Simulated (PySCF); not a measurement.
## Electron correlation in B⁺ (boron, charge +1)

[He] 2s2, closed-shell 1S. Calculation: PySCF 2.14, in jorge-DZP-DKH (4s2p1d, 15 functions); scalar relativity by spin-free X2C-1e. Frozen: 1s2; 2 electrons correlated.

Total MP2 correlation energy: -33.21 mhartree.

Same-spin part 0.00 and opposite-spin part -33.21 mhartree; SCS-MP2 scales them by 1/3 and 6/5 to -39.85 mhartree.

With two correlated electrons CCSD is exact within the correlated space (frozen core and kept virtual orbitals).

```
level  correlation energy (mhartree)
 CCSD                         -59.19
```

Diagnostics: T1 = 0.011, D1 = 0.0160, largest double amplitude 0.152.

A double-excitation amplitude exceeds 0.15, a sign of near-degeneracy.

Cost of the coupled-cluster step: 0.05 s of wall time on 1 thread of AMD EPYC 9R14 (shared host), for 2 correlated electrons.
